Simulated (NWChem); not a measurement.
[OH][Sc]([Cl])[Cl] (ScHOCl2), optimised at PBE0/def2-SVP with NWChem:

| Quantity | Value |
|---|---|
| highest occupied level (eV) | -8.55 |
| orbital gap (eV) | 6.12 |
| dipole (D) | 3.31 |
| highest harmonic frequency (cm⁻¹) | 3987 |
| zero-point energy (kcal/mol) | 9.4 |

All stand in one matching conformer (torsions within 35°), which need not be the lowest.

### Question
One Sc atom is replaced by Ga, giving [OH][Ga]([Cl])[Cl] (GaHOCl2), optimised at the same level. How do these values move?

### Answer
```csv
quantity,new value,change
highest occupied level (eV),-9.22,-0.67
orbital gap (eV),7.78,+1.66
dipole (D),1.64,-1.67
highest harmonic frequency (cm⁻¹),3902,-85
zero-point energy (kcal/mol),10.2,+0.8
```
